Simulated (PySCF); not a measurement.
**Magnetic susceptibility: SMILES [SiH3]CSC[SiH2]C#N, C₃H₉NSSi₂**

Cartesian coordinates in Å; atom numbers follow the order of the lines, from 1:
```xyz
16

N    -4.572    0.958   -0.956
C    -3.651    0.388   -0.585
Si   -2.148   -0.539    0.024
C    -1.160    0.713    1.061
S     0.416   -0.033    1.622
C     1.429    0.203    0.134
Si    3.164   -0.538    0.410
H    -2.588   -1.656    0.856
H    -1.416   -0.965   -1.173
H    -1.690    0.979    1.974
H    -0.917    1.636    0.536
H     0.921   -0.277   -0.701
H     1.480    1.274   -0.061
H     3.770    0.099    1.575
H     3.024   -1.979    0.612
H     3.932   -0.253   -0.804
```

Computed, not measured: PySCF, GIAO CAM-B3LYP/pcSseg-1 magnetisability, rotational g tensor and spin-rotation constants, non-relativistic, gas phase. Geometry: GFN2-xTB.

Problem. How diamagnetic is it, and how anisotropic?

Solution. Isotropic -1527 × 10⁻³⁰ J/T², or -91.9 × 10⁻⁶ cm³/mol; principal values -1681, -1482, -1417 × 10⁻³⁰ J/T², anisotropy 239 × 10⁻³⁰ J/T² (root of half the summed squared differences of the principal values). The susceptibility is in cgs units.

Problem. Split it along the inertial axes a, b, c into diamagnetic and paramagnetic parts about the centre of mass, with the quadrupole moment.

Solution. 
| axis | χ (10⁻⁶ cm³/mol) | diamagnetic (10⁻⁶ cm³/mol) | paramagnetic (10⁻⁶ cm³/mol) | summed x² of all electrons (Å²) | quadrupole Θ (D Å) |
| --- | --- | --- | --- | --- | --- |
| a | -99.9 | -419.0 | 319.1 | 537.2 | -20.27 |
| b | -88.5 | -2444.4 | 2355.9 | 59.8 | +9.44 |
| c | -87.4 | -2533.1 | 2445.7 | 38.9 | +10.82 |

Anisotropies 2χaa − χbb − χcc = -24.0 and 2χbb − χaa − χcc = +10.4 × 10⁻⁶ cm³/mol. Θ is traceless in Buckingham's convention.

Problem. And the rotational g tensor?

Solution. 
```
axis  rotational constant (GHz)        g  nuclear part  electronic part
   a                     4.3472  -0.0391        0.6125          -0.6516
   b                     0.4965  -0.0112        0.5383          -0.5495
   c                     0.4772  -0.0112        0.5371          -0.5483
```
Asymmetric top; isotopes 12C, 1H, 14N, 32S, 28Si; no vibrational averaging.
